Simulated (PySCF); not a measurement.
**Re₂S, singlet: structure and spectrum**

Computed with PySCF, PBE0, basis S def2-TZVP, Re def2-TZVP with ECP60 (scalar-relativistic core potentials, no spin–orbit coupling, density fitting).

The structure is a minimum.

Coordinates in bohr (charge 0 multiplicity 1):
```
S     0.0000    0.0000   -3.5588
Re    1.9634    0.0000    0.3038
Re   -1.9634    0.0000    0.3038
```

| Item | Value |
| --- | --- |
| Point group | C2v |
| Bond lengths | Re–Re 2.078 Å, S–Re 2.293 Å (×2) |
| Bond angles | Re–Re–S 63.1° (×2), Re–S–Re 53.9° |
| Enthalpy at 298.15 K above 0 K | 12.70 kJ/mol |
| Entropy at 298.15 K and 1 bar | 312.1 J/(mol K) |
| Dipole moment | 3.08 D |
| Principal quadrupole moments (Buckingham, traceless) about the centre of mass | -10.07, -9.53, 19.60 D Å |
| Zero-point energy | 6.6 kJ/mol |
| Lowest empty level | -2.94 eV |
| Atomisation energy without zero-point energy | 521 kJ/mol |
| Principal polarisabilities | 86.8, 105.2, 121.6 bohr³ |
| Highest occupied level | -4.70 eV |
| Rotational symmetry number | 2 |
| Rotational constants | 0.137, 0.04176, 0.03201 cm⁻¹ |
| Heat capacity Cp at 298.15 K | 52.5 J/(mol K) |

Harmonic modes (masses in u: S 31.972, Re 186.956):
```json
{"symmetry": "b2", "ω (cm⁻¹)": "261", "IR (km/mol)": "4.5"}
{"symmetry": "a1", "ω (cm⁻¹)": "368", "IR (km/mol)": "6.0"}
{"symmetry": "a1", "ω (cm⁻¹)": "469", "IR (km/mol)": "17.6"}
```

In C2v the vibrations span b2 + 2a1. Here b1 is antisymmetric to the molecular plane and b2 lies in it.

Charges (e):
```tsv
atom	Mulliken	Löwdin	polar tensor	Mayer order to S1
S1	-0.46	0.07	-0.51	–
Re2,3	0.23	-0.03	0.26	1.18
```
Other Mayer orders above 0.3: Re–Re 3.95.

Mulliken populations on S1: s 5.90, p 10.42, d 0.12, f 0.01.

Outer orbital energies (eV). occupied: -9.03, -8.91, -8.41, -7.53, -7.36, -6.00, -4.86, -4.70; empty: -2.94, -2.05, -1.94, -1.80.

Stability towards spin polarisation was not tested. This need not be the most stable arrangement of these atoms. No spin–orbit coupling is included, which matters more the heavier the element.

The final relaxation and frequency run took about 3 core-minutes on a shared host.
